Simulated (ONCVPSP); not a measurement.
# Pseudopotential generation for lanthanum (La): ONCV, LDA (Perdew-Wang 92), scalar-relativistic.

ONCVPSP 4.0.1 was run on this input:

```
# ATOM AND REFERENCE CONFIGURATION
# atsym  z   nc   nv     iexc    psfile
  La 57.00    9    5  -001012      upf
#
#   n    l    f
    1    0    2.00
    2    0    2.00
    2    1    6.00
    3    0    2.00
    3    1    6.00
    3    2   10.00
    4    0    2.00
    4    1    6.00
    4    2   10.00
    5    0    2.00
    5    1    6.00
    5    2    1.00
    6    0    1.50
    6    1    0.50
#
# PSEUDOPOTENTIAL AND OPTIMIZATION
# lmax
    3
#
#   l,   rc,      ep,       ncon, nbas, qcut
    0    2.65    0.00    4    8    5.40
    1    3.05    0.00    4    7    5.00
    2    3.95    0.00    4    9    4.70
    3    4.05    0.45    4    9    3.10
#
# LOCAL POTENTIAL
# lloc, lpopt,  rc(5),   dvloc0
    4    5    1.80   -1.00
#
# VANDERBILT-KLEINMAN-BYLANDER PROJECTORs
# l, nproj, debl
    0    2    3.80
    1    2    1.90
    2    1    3.60
    3    2    3.20
#
# MODEL CORE CHARGE
# icmod, fcfact, rcfact
    3    2.25    1.20
#
# LOG DERIVATIVE ANALYSIS
# epsh1, epsh2, depsh
   -3.00    5.00    0.02
#
# OUTPUT GRID
# rlmax, drl
    6.00    0.01
#
# TEST CONFIGURATIONS
# ncnf
    4
# nvcnf
#   n    l    f
    5
    5    0    2.00
    5    1    6.00
    5    2    1.00
    6    0    2.00
    6    1    0.00
#
    5
    5    0    2.00
    5    1    6.00
    5    2    1.00
    6    0    1.00
    6    1    0.00
#
    5
    5    0    2.00
    5    1    6.00
    5    2    1.00
    6    0    0.00
    6    1    0.00
#
    5
    5    0    2.00
    5    1    6.00
    5    2    2.00
    6    0    1.00
    6    1    0.00
#
```

Command:

```bash
oncvpsp.x < La.dat > La.out
```

Output (shortened: citation, most of the input echo, consistency checks and plot data are left out):

```
ONCVPSP  (Optimized Norm-Conservinng Vanderbilt PSeudopotential)
scalar-relativistic version 4.0.1

#   n    l    f        energy (Ha)
    1    0    2.00    -1.4226677E+03
    2    0    2.00    -2.2653239E+02
    2    1    6.00    -2.0313661E+02
    3    0    2.00    -4.8452607E+01
    3    1    6.00    -4.0981081E+01
    3    2   10.00    -3.0217562E+01
    4    0    2.00    -9.7884703E+00
    4    1    6.00    -7.3565487E+00
    4    2   10.00    -3.8368386E+00
    5    0    2.00    -1.4566818E+00
    5    1    6.00    -8.4653363E-01
    5    2    1.00    -1.3450653E-01
    6    0    1.50    -1.5219913E-01
    6    1    0.50    -6.1957358E-02

Reference configufation results
  iterations    26
  all-electron total energy (Ha)   -8.48682780D+03

Begin loop to  construct optimized pseudo wave functions
and semi-local pseudopoentials for all angular momenta

Calculating optimized projector #   1

 for l=   0

    Fraction of norm inside rc  0.969143
    Optimizing pswf for qcut=   5.40 a_B^-1,  ecut=  14.59 Ha
    Residual kinetic energy error=  4.70D-08 Ha

    Energy error per electron        Cutoff
         Ha          eV             Ha
         0.01000     0.27211        5.99
         0.00100     0.02721        8.45
         0.00010     0.00272       10.31
         0.00001     0.00027       11.78

Calculating optimized projector #   2

 for l=   0

    Fraction of norm inside rc  0.096770
    Optimizing pswf for qcut=   5.40 a_B^-1,  ecut=  14.59 Ha
    Residual kinetic energy error=  1.20D-07 Ha

    Energy error per electron        Cutoff
         Ha          eV             Ha
         0.01000     0.27211        4.49
         0.00100     0.02721        7.96
         0.00010     0.00272       10.19
         0.00001     0.00027       11.94

Calculating optimized projector #   1

 for l=   1

    Fraction of norm inside rc  0.959308
    Optimizing pswf for qcut=   5.00 a_B^-1,  ecut=  12.48 Ha
    Residual kinetic energy error=  1.74D-08 Ha

    Energy error per electron        Cutoff
         Ha          eV             Ha
         0.01000     0.27211        3.96
         0.00100     0.02721        5.30
         0.00010     0.00272        6.48
         0.00001     0.00027        7.51

Calculating optimized projector #   2

 for l=   1

    Fraction of norm inside rc  0.055812
    Optimizing pswf for qcut=   5.00 a_B^-1,  ecut=  12.48 Ha
    Residual kinetic energy error=  3.71D-08 Ha

    Energy error per electron        Cutoff
         Ha          eV             Ha
         0.01000     0.27211        2.60
         0.00100     0.02721        4.02
         0.00010     0.00272        5.14
         0.00001     0.00027        6.70

Calculating optimized projector #   1

 for l=   2

    Fraction of norm inside rc  0.814989
    Optimizing pswf for qcut=   4.70 a_B^-1,  ecut=  11.07 Ha
    Residual kinetic energy error=  5.62D-10 Ha

    Energy error per electron        Cutoff
         Ha          eV             Ha
         0.01000     0.27211        3.96
         0.00100     0.02721        5.50
         0.00010     0.00272        6.77
         0.00001     0.00027        7.97

WARNING wellstate: localized bound state found for n= 4 l= 3
WARNING this state with energy -0.18935764
WARNING will be used for the first projector

   Wellstate for l =  3  n =  9
     eigenvalue =   3.0106
     asymptotic potential =   3.5106
     half-point radius =  6.5681

Calculating optimized projector #   1

 for l=   3

    Fraction of norm inside rc  0.995089
    Optimizing pswf for qcut=   3.10 a_B^-1,  ecut=   4.81 Ha
    Residual kinetic energy error=  9.09D-03 Ha

    Energy error per electron        Cutoff
         Ha          eV             Ha
         0.01000     0.27211        5.25
         0.00100     0.02721       18.41
         0.00010     0.00272       23.30
         0.00001     0.00027       33.66

Calculating optimized projector #   2

 for l=   3

    Fraction of norm inside rc  0.243286
    Optimizing pswf for qcut=   3.10 a_B^-1,  ecut=   4.81 Ha
    Residual kinetic energy error=  8.53D-02 Ha

    Energy error per electron        Cutoff
         Ha          eV             Ha
         0.01000     0.27211        7.67
         0.00100     0.02721       24.66
         0.00010     0.00272       27.84
         0.00001     0.00027       38.56

Construct Vanderbilt / Kleinmman-Bylander projectors

B matrix Hermiticity error, ll=   0
   1   2    8.9491E-05

  Orthonormal projector coefficients  6.3092E+00  1.0304E+00

B matrix Hermiticity error, ll=   1
   1   2    3.2855E-05

  Orthonormal projector coefficients  3.8902E+00  5.3180E-01

B matrix Hermiticity error, ll=   3
   1   2    2.5444E-04

  Orthonormal projector coefficients  6.4498E+00 -1.4096E+00

Model core correction analysis
  based on d2Exc/dn_idn_j

d2excae - all-electron derivatives

   -2.347897D-02   -2.090013D-02   -9.424162D-03   -2.127347D-03
   -1.064224D-03
   -2.090016D-02   -2.085538D-02   -1.249013D-02   -3.443091D-03
   -1.395171D-03
   -9.424122D-03   -1.248990D-02   -1.661104D-02   -1.305800D-02
   -7.540626D-03
   -2.127282D-03   -3.442685D-03   -1.305450D-02   -2.121723D-02
   -1.752986D-02
   -1.064251D-03   -1.395123D-03   -7.535881D-03   -1.751864D-02
   -2.289367D-02

d2excps - pseudofunction derivatives with no core correction

   -3.374214D-02   -2.748760D-02   -1.078183D-02   -3.173901D-03
   -1.533381D-03
   -2.748836D-02   -2.525218D-02   -1.354662D-02   -4.096260D-03
   -1.712964D-03
   -1.078198D-02   -1.354645D-02   -1.734683D-02   -1.320106D-02
   -7.601806D-03
   -3.174062D-03   -4.095905D-03   -1.319758D-02   -2.132385D-02
   -1.757728D-02
   -1.533504D-03   -1.712944D-03   -7.597066D-03   -1.756606D-02
   -2.291628D-02

rms 2nd derivative error    2.977758E-03

rmatch, rhocmatch    1.2148    3.2597

Teter function model core charge with specified parameters

d2excps - pseudofunction derivatives with core correction

   -2.841823D-02   -2.444634D-02   -1.034653D-02   -2.649581D-03
   -1.311450D-03
   -2.444653D-02   -2.331901D-02   -1.322656D-02   -3.810076D-03
   -1.576858D-03
   -1.034655D-02   -1.322634D-02   -1.727318D-02   -1.316644D-02
   -7.581672D-03
   -2.649559D-03   -3.809688D-03   -1.316296D-02   -2.126977D-02
   -1.755553D-02
   -1.311501D-03   -1.576820D-03   -7.576931D-03   -1.754431D-02
   -2.290637D-02

rms 2nd derivative error    1.547608E-03

Pseudoatom total energy  -32.090565

Diagnostic tests using Vanderbilt-Kleinman-Bylander pseudopotentials
  1 or more projectors used as specified by nproj input data

   l    rcore       rmatch      e in        delta e   norm test  slope test

   0   2.6597111   2.7404657  -1.4566818   0.0000005   1.0001007   1.0000935
   0   2.6597111   2.7404657  -0.1521991   0.0000007   1.0000183   1.0000152

   1   3.0520246   3.1446906  -0.8465336   0.0000001   1.0000748   1.0000732
   1   3.0520246   3.1446906  -0.0619574   0.0000005   1.0000141   1.0000118

   2   3.9709935   4.0915615  -0.1345065  -0.0000001   0.9999994   1.0000017

   3   4.0671585   4.1906463  -0.1893576  -0.0000004   0.9991179   0.9991190
run_diag: lschvkbbe ERROR   2   7   3  60  3.01064236E+00  3.36170659E+00
   3   4.0671585   4.1906463   3.0106424   0.3510642   0.3954734   0.1124243

 Testing for bound ghosts
   n   l    E NL Schr. Eq   E Basis Diag.   E Cutoff

   1   0       -1.456681       -1.456680     37.47
   2   0       -0.152198       -0.141369     37.47

   2   1       -0.846534       -0.846527     24.13
   3   1       -0.061957       -0.044691     24.13

   3   2       -0.134507       -0.134463     21.89

       3                       -0.189327     29.97  WARNING - GHOST(-)

 Testing for highly-localized positive-energy ghosts
       l    <radius>/rc     E Basis Diag.   E Cutoff

       0        0.461648        1.811592     37.47  WARNING - GHOST(+)

       3        0.327924        7.833206     29.97  WARNING - GHOST(+)

Test configuration 0

   n   l     f        eae           eps        diff
   1   0  2.0000-1422.66769592
   2   0  2.0000 -226.53238742
   2   1  6.0000 -203.13660851
   3   0  2.0000  -48.45260686
   3   1  6.0000  -40.98108118
   3   2 10.0000  -30.21756239
   4   0  2.0000   -9.78847025
   4   1  6.0000   -7.35654870
   4   2 10.0000   -3.83683858
   5   0  2.0000   -1.45668176   -1.45668128    4.76D-07
   5   1  6.0000   -0.84653363   -0.84653352    1.16D-07
   5   2  1.0000   -0.13450653   -0.13450663   -1.06D-07
   6   0  1.5000   -0.15219913   -0.15219840    7.31D-07
   6   1  0.5000   -0.06195736   -0.06195685    5.12D-07

    Total energies and differences
      AE_ref= -8.48682780D+03  AE_tst= -8.48682780D+03  dif=  0.00D+00
      PS_ref= -3.20905653D+01  PS_tst= -3.20905653D+01  dif=  5.68D-14
      PSP excitation error= -5.68D-14

Test configuration 1

   n   l     f        eae           eps        diff
   1   0  2.0000-1422.64643544
   2   0  2.0000 -226.51120768
   2   1  6.0000 -203.11544790
   3   0  2.0000  -48.43135200
   3   1  6.0000  -40.95983079
   3   2 10.0000  -30.19632039
   4   0  2.0000   -9.76725850
   4   1  6.0000   -7.33535285
   4   2 10.0000   -3.81567824
   5   0  2.0000   -1.43585263   -1.43576289    8.97D-05
   5   1  6.0000   -0.82606748   -0.82604974    1.77D-05
   5   2  1.0000   -0.11774910   -0.11777620   -2.71D-05
   6   0  2.0000   -0.14012889   -0.14012060    8.30D-06

    Total energies and differences
      AE_ref= -8.48682780D+03  AE_tst= -8.48687239D+03  dif= -4.46D-02
      PS_ref= -3.20905653D+01  PS_tst= -3.21351480D+01  dif= -4.46D-02
      PSP excitation error= -5.21D-07

Test configuration 2

   n   l     f        eae           eps        diff
   1   0  2.0000-1422.86569112
   2   0  2.0000 -226.72973320
   2   1  6.0000 -203.33400137
   3   0  2.0000  -48.64989461
   3   1  6.0000  -41.17837119
   3   2 10.0000  -30.41482674
   4   0  2.0000   -9.98548351
   4   1  6.0000   -7.55351775
   4   2 10.0000   -4.03369482
   5   0  2.0000   -1.65234494   -1.65268844   -3.44D-04
   5   1  6.0000   -1.04149987   -1.04166957   -1.70D-04
   5   2  1.0000   -0.31919522   -0.31915542    3.98D-05
   6   0  1.0000   -0.31597326   -0.31599907   -2.58D-05

    Total energies and differences
      AE_ref= -8.48682780D+03  AE_tst= -8.48664609D+03  dif=  1.82D-01
      PS_ref= -3.20905653D+01  PS_tst= -3.19088142D+01  dif=  1.82D-01
      PSP excitation error= -3.96D-05

Test configuration 3

   n   l     f        eae           eps        diff
   1   0  2.0000-1423.12150681
   2   0  2.0000 -226.98449217
   2   1  6.0000 -203.58879519
   3   0  2.0000  -48.90456942
   3   1  6.0000  -41.43304208
   3   2 10.0000  -30.66946812
   4   0  2.0000  -10.23942018
   4   1  6.0000   -7.80733226
   4   2 10.0000   -4.28722561
   5   0  2.0000   -1.90249656   -1.90349881   -1.00D-03
   5   1  6.0000   -1.28919513   -1.28966806   -4.73D-04
   5   2  1.0000   -0.54617295   -0.54599677    1.76D-04

    Total energies and differences
      AE_ref= -8.48682780D+03  AE_tst= -8.48623645D+03  dif=  5.91D-01
      PS_ref= -3.20905653D+01  PS_tst= -3.14990436D+01  dif=  5.92D-01
      PSP excitation error= -1.69D-04

Test configuration 4

   n   l     f        eae           eps        diff
   1   0  2.0000-1422.58840396
   2   0  2.0000 -226.45009239
   2   1  6.0000 -203.05452313
   3   0  2.0000  -48.37092310
   3   1  6.0000  -40.89940416
   3   2 10.0000  -30.13562476
   4   0  2.0000   -9.70742149
   4   1  6.0000   -7.27552977
   4   2 10.0000   -3.75577853
   5   0  2.0000   -1.37891201   -1.38060905   -1.70D-03
   5   1  6.0000   -0.77303849   -0.77381029   -7.72D-04
   5   2  2.0000   -0.08366969   -0.08371614   -4.65D-05
   6   0  1.0000   -0.12142431   -0.12144048   -1.62D-05

    Total energies and differences
      AE_ref= -8.48682780D+03  AE_tst= -8.48684199D+03  dif= -1.42D-02
      PS_ref= -3.20905653D+01  PS_tst= -3.21047184D+01  dif= -1.42D-02
      PSP excitation error= -3.29D-05
```

The run took about 5.3 s on one core of a shared server CPU.
